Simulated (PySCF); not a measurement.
**Correlation energy of W²⁺ (tungsten, charge +2)**

[Xe] 4f14 5d4, high-spin 5D determinant. Calculation: PySCF 2.14, in aug-cc-pVDZ-PP with ECP60MDF (5s5p4d2f, 54 functions); scalar relativity through the core potential. Frozen: 5s2 5p6; 4 electrons correlated.

```csv
level,correlation energy (mhartree)
CCSD,-28.48
(T),-0.14
CCSD(T),-28.62
```

Diagnostics: T1 = 0.0030, D1 = 0.0042, largest double amplitude 0.017.

**Question.** Is a single reference adequate?

**Answer.** Yes, within this model without spin-orbit coupling: T1 lies below 0.03 and no double amplitude reaches 0.07.
